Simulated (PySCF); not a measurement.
**Rh(2+): ionisation energy**

Rh(2+) [Kr] 4d7 (4F) → Rh(3+) [Kr] 4d6 (5D), as a difference of total energies. Computed with PySCF 2.14 in aug-cc-pwCVTZ-PP with ECP28MDF, with scalar relativity through the core potential. Correlated levels: valence: 4s2 4p6 frozen; valence and next inner shell: nothing frozen outside the core potential. The calculations carry no spin-orbit coupling.

```
                                method  ionisation energy (eV)
                                   UHF                  29.308
                                   LDA                  31.257
                                   PBE                  31.110
                                r2SCAN                  30.763
                               wB97M-V                  30.946
                                   M06                  31.148
                                B2PLYP                  30.921
                         MP2 (valence)                  30.723
                     SCS-MP2 (valence)                  30.917
SCS-MP2 (valence and next inner shell)                  30.640
```

Question: Estimate what MP2 (valence and next inner shell) gives.

Answer: 30.619 eV, closest to SCS-MP2 (valence and next inner shell) among the rows shown.

Question: Estimate what PBE0 gives.

Answer: 30.957 eV, closest to wB97M-V among the rows shown.

The reference lies between the lowest fine-structure levels, while these numbers refer to the centres of the terms.

Errors of the correlated levels include the incompleteness of this basis and the frozen core.

For comparison: 31.06 eV (semi-empirical (NIST evaluation); NIST Atomic Spectra Database, ionization energies).
